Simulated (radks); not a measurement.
Values are calculated unless marked as measured or tabulated.
Kinetic energies: the exact non-interacting value of the Kohn-Sham orbitals and orbital-free approximations, in hartree. Species: Mn [Ar] 3d5 4s2; Ar3+ [Ne] 3s2 3p3. Code: a radial shooting solver on a logarithmic mesh with Libxc functionals. Model: non-relativistic Kohn-Sham, PBE, spin-polarised, spherical densities, point nucleus. Every spin shell is full or empty, so the densities are truly spherical. Functionals are evaluated on that one density, not self-consistently.

functional           Mn     Ar3+
exact           1149.84  523.750
Thomas-Fermi     1073.7   486.57
von Weizsacker   606.22   309.21
TF + vW          1679.9   795.77
TF + vW/9        1141.0   520.92
LC94             1149.7   524.61
APBEK            1150.8   525.24
Pearson          1134.5   516.07
LKT              1442.3   678.58
PG1              1383.0   648.85
DePristo-Kress   1148.8   524.15
